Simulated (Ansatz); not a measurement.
VOBr, SMILES [O]=[V][Br] (connectivity only; charge and spin as stated), neutral, multiplicity 3.

Geometry: B3LYP-D3(BJ)/def2-TZVP. The multiplicity is an assumed one; other spin states were not compared.

Two levels are set side by side: PBE/def2-TZVPD (Ansatz, a program for electronic structure) and PBE0/def2-TZVPD (Ansatz). Energy differences of separate SCF runs at the same geometry; the states with an electron removed or added have multiplicity 2 and 4. Differences are taken from unrounded values.

```json
[
 {"quantity": "vertical ionisation energy (eV)", "PBE0": "9.34", "PBE": "8.73", "PBE minus PBE0": "-0.61"},
 {"quantity": "vertical electron affinity (eV)", "PBE0": "1.75", "PBE": "1.73", "PBE minus PBE0": "-0.02"}
]
```
